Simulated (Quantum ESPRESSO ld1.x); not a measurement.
Results of a calculation; reference values are marked as such.
Task: These are the eigenvalues of the occupied orbitals of an atom or ion with whole-number occupations (eV). Code: ld1.x of Quantum ESPRESSO 7.5. Model: scalar-relativistic Kohn-Sham, LDA (Slater exchange, Perdew-Zunger correlation), spin-polarised, spherical densities, point nucleus.

orbital  eigenvalue
1s up      -23489.0
1s down    -23456.7
2s up      -5269.04
2s down    -5220.68
2p up      -5029.01

Which element is it, and in what charge state? The configuration may be excited. Open shells, if any, are filled with parallel spins first.

Result: Z = 43, technetium, charge +36: Tc36+ in [He] 2s2 2p3. The list shows which subshells hold electrons but not how many an open one holds; the 1s level, -863.21 hartree, gives Z - s = 41.6 by -(Z - s)^2/2, which with screening and relativity narrows Z to a few neighbours, and the depths of the outer levels then fix element, charge and occupations together.
